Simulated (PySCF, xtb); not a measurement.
Si(Cl)(OH)2(OMe) (CH5ClO3Si), SMILES CO[Si](O)(O)Cl. Atoms are numbered in the order given.

```xyz
11

C      2.3652    -0.4174     0.1348
O      1.1189    -0.9278    -0.2968
Si    -0.3512    -0.3127     0.0701
O     -0.6185    -0.4619     1.6824
O     -1.5259    -1.1079    -0.7554
Cl    -0.3668     1.7002    -0.4637
H      2.4823    -0.5224     1.2271
H      3.1644    -0.9885    -0.3606
H      2.4762     0.6486    -0.1299
H     -1.4508    -0.1254     2.0339
H     -1.5085    -1.0523    -1.7180
```
Charge 0, spin multiplicity 1.

Coordinates come from a B3LYP-D3(BJ)/def2-SVP optimisation. One conformer was computed; it need not be the lowest.

Calculation: IEF-PCM-B3LYP/def2-SVP in PySCF.

The values are the electrostatic part of the solvation free energy, E(continuum) − E(gas) at the gas-phase geometry, in a cavity of scaled van der Waals radii (PySCF's table); cavitation and dispersion terms are not included. In vacuum the orbital gap is 8.80 eV. The dipole moment in vacuum is 0.44 D.

```json
[
 {"solvent": "water", "ε": "78.36", "ΔG(elec) (kcal/mol)": "-8.1", "dipole (D)": "0.55", "gap (eV)": "9.11"},
 {"solvent": "2-propanol", "ε": "19.26", "ΔG(elec) (kcal/mol)": "-7.6", "dipole (D)": "0.54", "gap (eV)": "9.09"},
 {"solvent": "toluene", "ε": "2.37", "ΔG(elec) (kcal/mol)": "-3.8", "dipole (D)": "0.46", "gap (eV)": "8.95"}
]
```

For comparison, GFN2-xTB/ALPB(water) (xtb, at the GFN2-xTB geometry, all terms of that model) gives -10.2 kcal/mol.
